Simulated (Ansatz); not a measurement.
One change: `[OH][Al]([Cl])[O][SiH3]` becomes `C[O][Al]([OH])[Cl]`.

Ansatz, PBE0-D4/def2-TZVP geometries, multiplicity 1. Each molecule was computed in one conformer, which needn't be the lowest.

| property | `[OH][Al]([Cl])[O][SiH3]` |
| --- | --- |
| HOMO energy (PBE0/def2-TZVPP) / eV | -8.90 |
| HOMO–LUMO gap (PBE/def2-TZVPP) / eV | 5.68 |
| HOMO energy (B3LYP/def2-TZVPP) / eV | -8.67 |
| HOMO–LUMO gap (B3LYP/def2-TZVPP) / eV | 7.48 |
| HOMO–LUMO gap (ωB97M-V/def2-TZVPP) / eV | 11.91 |
| HOMO–LUMO gap (PBE0/def2-TZVPP) / eV | 8.00 |

Task: What does the change do to each property? (Best estimate.)

Result: Ansatz gave: 
```tsv
property	`C[O][Al]([OH])[Cl]`	shift
HOMO energy (PBE0/def2-TZVPP) / eV	-8.38	0.52
HOMO–LUMO gap (PBE/def2-TZVPP) / eV	5.35	-0.33
HOMO energy (B3LYP/def2-TZVPP) / eV	-8.14	0.53
HOMO–LUMO gap (B3LYP/def2-TZVPP) / eV	7.23	-0.25
HOMO–LUMO gap (ωB97M-V/def2-TZVPP) / eV	11.82	-0.09
HOMO–LUMO gap (PBE0/def2-TZVPP) / eV	7.78	-0.22
```

With PBE0 the HOMO rises by 0.52 eV and the LUMO rises by 0.30 eV, so the gap narrows by about 0.22 eV. PBE moves the HOMO by 0.61 eV and ωB97M-V by 0.39 eV.

B3LYP here is the variant with VWN-RPA as its local correlation; programs differ in this.
